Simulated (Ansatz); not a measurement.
Stretching the Si2–F1 bond in FH3Si (SMILES F[SiH3]) (multiplicity 1 held, fragments rigid). Energies count from the point at 1.606 Å.
Geometry at that point (charge 0, multiplicity 1):
```xyz
5

F      1.09031    -0.01711    -0.17021
Si    -0.49647     0.00779     0.07751
H     -0.94495     1.41511     0.06668
H     -0.77053    -0.61594     1.38810
H     -1.14675    -0.75426    -1.00795
```

Restricted levels (R-, RO-) in cc, def2 and unpolarised 6-31G sets keep to the state of the molecule at rest. U- levels take the lowest unrestricted solution at each point, which mixes spins at long bonds. Active spaces are followed from a long bond inwards. Curves can end on different states.

Frozen-core correlation.

The values were computed with Ansatz (Gaussian orbitals). 

Energies in eV.

```csv
R (Å),U-HF/cc-pV(D+d)Z,R-MP2/cc-pV(D+d)Z,R-SCS-MP2/cc-pV(D+d)Z,"FIC-NEVPT4(SD) on CASSCF(6,4)/cc-pV(D+d)Z","FIC-MRCISD+Q on CASSCF(6,4)/cc-pV(D+d)Z"
1.285,3.49,3.75,3.75,3.74,3.74
1.446,0.66,0.77,0.77,0.78,0.77
1.606,0.00,0.00,0.00,0.00,0.00
1.767,0.31,0.22,0.22,0.22,0.21
1.927,1.04,0.87,0.87,0.86,0.86
2.168,2.37,2.10,2.09,2.03,2.06
2.409,3.62,3.31,3.28,3.17,3.20
2.811,4.33,4.96,4.91,4.63,4.66
3.212,4.49,6.17,6.09,5.39,5.42
3.694,4.54,7.11,6.99,5.70,5.73
4.337,4.56,7.64,7.42,5.87,5.82
5.140,4.57,7.51,7.14,5.89,5.84
```

Doubts at one or more of the structures used: a spin-contaminated determinant (U-HF/cc-pV(D+d)Z); a restricted determinant that unrestricted orbitals would lower (R-MP2/cc-pV(D+d)Z, R-SCS-MP2/cc-pV(D+d)Z); active orbitals that take no part (FIC-NEVPT4(SD) on CASSCF(6,4)/cc-pV(D+d)Z, FIC-MRCISD+Q on CASSCF(6,4)/cc-pV(D+d)Z).

Ansatz is a program for electronic structure.
